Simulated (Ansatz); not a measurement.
Calculated with Ansatz (gas phase, PBE0-D4/def2-TZVP geometries, no zero-point term in ΔE). CCSD(T)/CBS is the MP2 limit (def2-TZVPP, def2-QZVPP) plus CCSD(T) − MP2 in def2-TZVPP, frozen cores. This one scheme is used for every species. DFT in def2-TZVPP. B3LYP here is the variant with VWN-RPA as its local correlation; programs differ in this. HSE06 is defined as in plane-wave codes. One conformer a species, not always the lowest.

Consider the substitution at a C–C bond: `CC(F)F` + silanol → `FC(F)O[SiH3]` + CH₄.

```
         level  ΔE (kJ/mol)  difference from CCSD(T)/CBS
    r2SCANh-D4         -7.1                         -8.4
      HSE06-D4         -3.8                         -5.1
      BHLYP-D4         -7.1                         -8.4
  CAM-B3LYP-D4         -6.6                         -7.9
       ωB97X-V         -6.0                         -7.3
        B2PLYP         -3.0                         -4.3
      PBE-QIDH         -2.2                         -3.5
          PBE0         -1.9                         -3.2
         B3LYP         -3.1                         -4.4
         HSE06         -2.0                         -3.3
       LC-ωPBE         -1.4                         -2.7
 HF/def2-TZVPP         -7.3                         -8.6
 HF/def2-QZVPP         -6.8                         -8.1
MP2/def2-QZVPP          1.8                          0.5
  HF/CBS(def2)         -6.8                         -8.1
CCSD/CBS(def2)          2.3                          1.0
   CCSD(T)/CBS          1.3                            0
```

(1) What do rigid-rotor, harmonic-oscillator terms from PBE0-D4/def2-TZVP frequencies (298.15 K, 1 bar) make of the CCSD(T)/CBS value? (Best estimate.)

Largest T1 diagnostic among the species: 0.012.

Answers

(1) The calculation gave: ΔZPE = -3.5 kJ/mol, ΔH = -0.1 kJ/mol, ΔS = -18 J/(mol·K), ΔG = +5.4 kJ/mol.

The D4 term adds −3.4 kJ/mol with B3LYP and −1.9 kJ/mol with PBE0; it sums over pairs of atoms, weighted by their polarisabilities, and B3LYP, whose exchange is more repulsive, gets the larger term. At CCSD(T), def2-SVP lies −23.2 kJ/mol from the extrapolated value and def2-TZVPP −4.6 kJ/mol.
